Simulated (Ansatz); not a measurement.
H$_{8}$O$_{2}$Si$_{3}$ (`[SiH3]O[SiH2]O[SiH3]`). The species carries charge 0 and has multiplicity 1.

```xyz
13

Si   -0.502   -2.312   -0.533
O     0.669   -1.266   -0.069
Si    1.386    0.167   -0.354
O     0.326    1.389   -0.183
Si   -0.689    2.169    0.838
H    -0.190   -3.643    0.038
H    -0.552   -2.403   -2.016
H    -1.820   -1.849   -0.029
H     1.883    0.210   -1.748
H     2.481    0.311    0.632
H    -1.951    1.398    0.982
H    -0.057    2.323    2.174
H    -0.985    3.505    0.269
```

What are the harmonic wavenumbers in cm⁻¹ at PBE0-D4/def2-TZVP (Ansatz, finite differences of forces, unscaled)? (An estimate is asked.)

The calculation gave: 29, 38, 42, 42, 78, 98, 332, 581, 630, 689, 724, 726, 737, 752, 764, 912, 953, 955, 956, 958, 970, 991, 1001, 1126, 1133, 2224, 2224, 2229, 2233, 2246, 2246, 2250, 2254.

Is this a minimum?

Yes, all 33 modes are real.

Give the ideal-gas thermochemistry at 298.15 K and 1 bar (rigid rotor, harmonic oscillator; point group C2, symmetry number 2).

Zero-point energy 204.1 kJ/mol; H(298) − E = 231.5 kJ/mol; entropy 424.0 J/(mol·K), of which translation 169.0, rotation 113.7, vibration 141.4; G(298) − E = 105.0 kJ/mol. Modes under 100 cm⁻¹ are hindered rotations or soft bends, so the harmonic entropy is rough.

And at 400, 500, 600, 800 and 1000 K?


```json
{"T (K)": "400", "H − E (kJ/mol)": "246.7", "S (J/mol/K)": "467.6", "G − E (kJ/mol)": "59.6"}
{"T (K)": "500", "H − E (kJ/mol)": "264.2", "S (J/mol/K)": "506.7", "G − E (kJ/mol)": "10.9"}
{"T (K)": "600", "H − E (kJ/mol)": "283.9", "S (J/mol/K)": "542.5", "G − E (kJ/mol)": "-41.6"}
{"T (K)": "800", "H − E (kJ/mol)": "328.0", "S (J/mol/K)": "605.7", "G − E (kJ/mol)": "-156.6"}
{"T (K)": "1000", "H − E (kJ/mol)": "376.7", "S (J/mol/K)": "660.0", "G − E (kJ/mol)": "-283.3"}
```
